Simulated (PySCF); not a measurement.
## Identify the compound

An unknown has the formula C5H11FSi. Its calculated NMR data are:

$^{1}$H NMR (400 MHz, computed): δ 3.82 (t, 3H), 2.10 (m, 3H), 1.83 (s, 3H), 1.42 (q, 2H).

$^{13}$C{$^{1}$H} NMR (computed): δ 159.3 (C), 116.3 (C), 18.0 (CH3), 16.9 (CH3), 15.1 (CH2).

PySCF 2.14.0 with density-fitted response routines calculation with shieldings: GIAO PBE0/pcSseg-1 and geometry: GFN2-xTB; single conformer, no relativistic terms, rapidly exchanging positions averaged, isolated molecule.

δ = σ(ref) − σ, references computed at the same level: TMS for $^{1}$H (σref 31.72) and $^{13}$C (σref 186.93).

Question: Which candidate is it?
A. CC/C=C\C[SiH2]F
B. CC1(C)C[C@H](F)[SiH2]1
C. C/C(F)=C(/C)C[SiH3]

Answer: C. 

- The formula gives 1 degree of unsaturation (no ring in the answer).
- 5 carbon signals for 5 carbons: no two carbons are equivalent.
- Carbon types of the structure: 2 × C, 1 × CH2, 2 × CH3, leaving 3 H on heteroatoms.
- δC 159.3, 116.3: fully substituted alkene carbon; the olefinic region.
- δC 18.0, 16.9: allylic methyl carbon; a saturated carbon with 1 carbon neighbour and no heteroatom attached.
- δC 15.1: allylic sp3 CH2 bonded to Si.
- δH 2.10, 1.83: hydrogen on an allylic methyl carbon; allylic position.
- δH 1.42: hydrogen on an allylic sp3 CH2 bonded to Si; allylic position.

The others: CC1(C)C[C@H](F)[SiH2]1 would give 7 signals for carbon-bound and other non-exchanging H, not 4; CC/C=C\C[SiH2]F would give 6 signals for carbon-bound and other non-exchanging H, not 4.

Splittings by $^{19}$F in the carbon and heteronuclear signals aren't shown, as no couplings were computed. Shifts are as computed. Against solution values, carbons near 30 ppm lie about +3 ppm off and those near 130 ppm about +5 ppm. Of 1309 compounds with measured shifts, 239 miss one by over three times the rms of a fit or turn the order of signals round; such compounds aren't used in these exercises. Multiplicities follow the n + 1 count of equivalent neighbours, as no J values were calculated; m marks all less simple cases, F and P coupling included.
